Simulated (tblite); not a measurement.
Start geometry of `CCCC1=CC[Si@H](P)C1` from a force field or distance geometry (Å):
```
atom  x, y, z in Å
C1    -2.8600    0.3848    0.4817
C2    -2.3030   -1.0144    0.4089
C3    -1.1810   -1.1032   -0.6031
C4    -0.0819   -0.1220   -0.2262
C5     0.2963    0.8330   -0.9583
C6     1.3720    1.7368   -0.5300
Si7    2.2337    0.5936    0.6724
P8     3.6099   -0.6757   -0.3512
C9     0.6141   -0.3058    1.0856
H10   -2.0590    1.1324    0.6153
H11   -3.5351    0.4381    1.3560
H12   -3.4801    0.5889   -0.4332
H13   -1.9450   -1.3273    1.4381
H14   -3.1063   -1.7431    0.1192
H15   -0.7560   -2.1320   -0.5919
H16   -1.5704   -0.9391   -1.5987
H17   -0.1771    1.0265   -1.9717
H18    0.9166    2.5731    0.0301
H19    2.0378    2.0739   -1.3356
H20    2.7542    1.3106    1.8385
H21    3.4645   -2.0802   -0.2361
H22    4.8626   -0.1679   -0.7413
H23    0.7943   -1.3337    1.3868
H24    0.0870    0.2724    1.8533
```

What comes out of this run: tblite 0.8.0, GFN2-xTB geometry optimisation, gas phase?

```
atom  x, y, z in Å
C1    -2.8790    0.6149    0.6994
C2    -2.4557   -0.8417    0.5651
C3    -1.5078   -1.0598   -0.6220
C4    -0.2049   -0.3372   -0.4480
C5     0.1058    0.7920   -1.0671
C6     1.4280    1.4479   -0.8121
Si7    2.2094    0.3636    0.5511
P8     4.1768   -0.4998   -0.1021
C9     0.8104   -0.9320    0.4899
H10   -2.0103    1.2497    0.8580
H11   -3.5585    0.7392    1.5397
H12   -3.3855    0.9487   -0.2037
H13   -1.9650   -1.1636    1.4860
H14   -3.3408   -1.4670    0.4265
H15   -1.3136   -2.1309   -0.7250
H16   -2.0002   -0.7144   -1.5339
H17   -0.5674    1.2636   -1.7694
H18    1.2806    2.4863   -0.5125
H19    2.0181    1.4708   -1.7314
H20    2.2436    1.0642    1.8500
H21    4.5328   -0.9343    1.1619
H22    4.8707    0.6880    0.0470
H23    1.1428   -1.8970    0.0998
H24    0.3581   -1.1313    1.4613
```

The energy falls by 40.5 kcal/mol over 170 L-BFGS steps, the largest force on an atom goes from 5.70 to 0.010 eV/Å, and the atoms move by 0.782 Å rms after alignment. The bond that changes most is Si7–P8 (SiH silicon to three-coordinate phosphorus), which lengthens by 0.112 Å. Bonds longer at the end by more than 0.005 Å: 11 of 24; shorter: 13. Among the angles that change most is H21–P8–H22, from 118.1° to 92.4°. Among the dihedrals that turn most is C6–Si7–P8–H21, from -123° to 168°. Rotational constants go from 2461, 610.5, 573.3 to 2771, 521.6, 494.6 MHz. The orientation of the end geometry is arbitrary; only internal coordinates are fixed.

The run took 5.5 s wall on one thread, Intel Xeon at 2.50 GHz (x86_64), no GPU, shared host.

Its GFN2-xTB frequencies are all real (lowest 28 cm⁻¹). One conformer, not necessarily the lowest.

These are computed values.
